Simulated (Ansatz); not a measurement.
Job for Ansatz (a first-principles code): U-revPBE/def2-TZVPP on CH3 (SMILES [CH3]).

Ansatz 0.2 input:
```yaml
crystal:
  periodic: [false, false, false]
  atoms:
    - {symbol: C, position_ang: [0.00000659, 0.00002667, -0.00014380]}
    - {symbol: H, position_ang: [1.06844415, -0.14740313, 0.02936472]}
    - {symbol: H, position_ang: [-0.66114317, -0.85159064, -0.04251132]}
    - {symbol: H, position_ang: [-0.40730757, 0.99906710, 0.01329040]}
basis:
  gaussian:
    orbitals: def2-TZVPP
hamiltonian:
  xc: {name: revPBE}
magnetization: {spin_polarized: true, initial_magnetization: 1}
```

The log:

```
WARN ansatz: RAYON_NUM_THREADS=4 ignored (pool sized by the plan → 4); use --threads N
Functional definition: revPBE
integrals: 0.01 GiB planned
357 factors; their error is unknown
mean field: 0.16 GiB planned
mean field evaluation 1: about -1080.0999 eV, gradient 2.9e1 eV
mean field evaluation 2: about -1077.0304 eV, gradient 3.5e1 eV
mean field evaluation 4: about -1084.1843 eV, gradient 1.0e-1 eV
mean field evaluation 8: about -1084.1749 eV, gradient 2.2e-1 eV
mean field evaluation 16: about -1084.1750 eV, gradient 2.3e-5 eV
mean field -1084.17498411 eV, -39.8426957859 hartree, gradient 2.3e-5 eV, S^2 0.754153; 0 other end points of the search recorded, 0 dependent functions left out
reference -1084.17501821 eV, -39.8426970389 hartree; 5, 4 occupied and 68, 69 virtual orbitals, 357 factors
Total energy: -1084.17501821 eV, -39.8426970389 hartree
```

The run converged.

Cost: about 0.9 core-seconds (a rough figure).
